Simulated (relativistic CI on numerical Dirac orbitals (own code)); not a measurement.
**Cd21+: q coefficients and field-shift factors**

Calculated at this level of theory: Dirac-Coulomb-Breit CI, separate exchange-only KLI orbitals for each configuration, derivatives by finite differences, unscaled Slater integrals, QED left out (own radial code, finite nucleus).

Configuration list (outside the closed core [Ne]): 3s²3p⁶3d⁹, 3s²3p⁵3d¹⁰, 3s3p⁶3d¹⁰, 3s²3p⁶3d⁸4s, 3s²3p⁶3d⁸4p, 3s²3p⁶3d⁸4d, 3s²3p⁶3d⁸4f, 3s²3p⁶3d⁷4s². Levels of other configurations are missing.

With x = (α/α₀)² − 1 an excitation energy changes as ω = ω₀ + qx; K = 2q/ω₀ is the relative enhancement. Terms are leading LS components, so labels can repeat. The field-shift factor is F = δν/δ⟨r²⟩ for the transition from the lowest level.

Lowest level 3s²3p⁶3d⁹ ²D5/2.

| Level | ω₀ (cm⁻¹) | q (cm⁻¹) | F (GHz/fm²) |
| --- | --- | --- | --- |
| 3s²3p⁶3d⁹ ²D3/2 | 57530 | 57260 | 0.447 |
| 3s²3p⁵3d¹⁰ ²P°3/2 | 1696097 | 80630 | 3.93 |
| 3s²3p⁵3d¹⁰ ²P°1/2 | 1986125 | 394200 | -2.95 |
| 3s3p⁶3d¹⁰ ²S1/2 | 2947291 | 460000 | -369 |
| 3s²3p⁶3d⁸4s ⁴F9/2 | 3240457 | -174400 | 120 |
| 3s²3p⁶3d⁸4s ²F7/2 | 3252922 | -172500 | 119 |
| 3s²3p⁶3d⁸4s ²D5/2 | 3286154 | -165400 | 120 |
| 3s²3p⁶3d⁸4s ²D3/2 | 3287964 | -163500 | 119 |
| 3s²3p⁶3d⁸4s ⁴F7/2 | 3298664 | -121400 | 120 |
| 3s²3p⁶3d⁸4s ⁴F5/2 | 3301111 | -126500 | 120 |
| 3s²3p⁶3d⁸4s ⁴P5/2 | 3335686 | -115200 | 120 |
| 3s²3p⁶3d⁸4s ⁴F3/2 | 3337143 | -116700 | 120 |
| 3s²3p⁶3d⁸4s ⁴P1/2 | 3347326 | -144600 | 120 |

At this charge energies of transitions that change n are usually good to better than 1 %, and those within a shell (Δn = 0) to a few per cent.

**Question.** Which transition from the lowest level has the largest |K|?

**Answer.** 3s²3p⁶3d⁹ ²D3/2 at 57530 cm⁻¹, K = 1.99.
